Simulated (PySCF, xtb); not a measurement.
Se(H)(SH) (H2SSe), SMILES S[SeH].

GFN2-xTB (xtb) at its own geometry gives an orbital gap of 3.53 eV and a dipole moment of 1.57 D.

Coordinates come from a PBE0-D3(BJ)/def2-TZVP optimisation.

### Question
What does HF/def2-TZVPD (PySCF) give? (The exact figures need the calculation; the answer reports its results.)

### Answer
gap 10.86 eV (levels -9.86 and 1.00 eV), dipole 1.11 D.
